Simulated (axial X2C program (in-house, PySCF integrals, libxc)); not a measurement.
# Low determinants of CsN⁺ at the PBE0 level, spin-free

Computed with an in-house relativistic program for diatomic molecules. Spin-free means the one-electron spin-free X2C Hamiltonian. Basis: Cs dyall-cv3z [15s15p9d4f1g], N dyall-av3z [7s7p3d2f] (cores contracted in-house); Gaussian nuclei, density fitting, unrestricted open shells. Masses: Cs 132.905 u, N 14.003 u.

Search at 3.576 Å (vertical energies from the lowest determinant):

| ΔE (eV) | state | electrons beyond evenly filled partner blocks | electrons in σ, π, δ, φ |
| --- | --- | --- | --- |
| 0.00 | M_S = 3/2, Λ = 0 | σα, π+α, π-α | 27 26 8 0 |
| 1.12 | M_S = 1/2, Λ = 0 | σβ, π+α, π-α | 27 26 8 0 |
| 2.35 | M_S = 1/2, Λ = 2 | σα, π+α, π+β | 27 26 8 0 |
| 2.35 | M_S = 1/2, Λ = 0 | σα, π+β, π-α | 27 26 8 0 |
| 2.97 | M_S = 1/2, Λ = 1 | π+α | 28 25 8 0 |
| 3.33 | M_S = 1/2, Λ = 1 | π+α, π+β, π-α | 26 27 8 0 |

Lowest determinant, M_S = 3/2, Λ = 0 (beyond evenly filled blocks: σα, π+α, π-α): Re = 3.527 Å, ωe = 63.2 cm⁻¹.

The determinant in row 2 of the search, M_S = 1/2, Λ = 0 (beyond evenly filled blocks: σβ, π+α, π-α), was followed along the bond at PBE0; measured from the minimum of the lowest determinant it gives:

Te = 1.123 eV (9058 cm⁻¹), Re = 3.532 Å, ωe = 64.3 cm⁻¹.

(1) Compare the bond of the determinant in row 2 with that of the lowest one.

The search compares states at one distance, so a state with another bond length can lie lower; it is not exhaustive and yields mostly the lowest determinant of each block pattern, so other components and higher states of one pattern are missing. A followed state lies above the atoms to which the lowest one dissociates. These are energies of single determinants, not of spin-adapted states; PBE0 term energies can be off by some tenths of an eV, and the functional has no current term. Row 2 is spin-contaminated (⟨S²⟩ = 1.76 against 0.75), so its values are not those of a pure state.

Answers

(1) At PBE0 its Re is 0.005 Å longer and its force constant, which goes as ωe², is 1.04 times that of the lowest determinant. This determinant mixes spin states, so it has no term energy of its own.
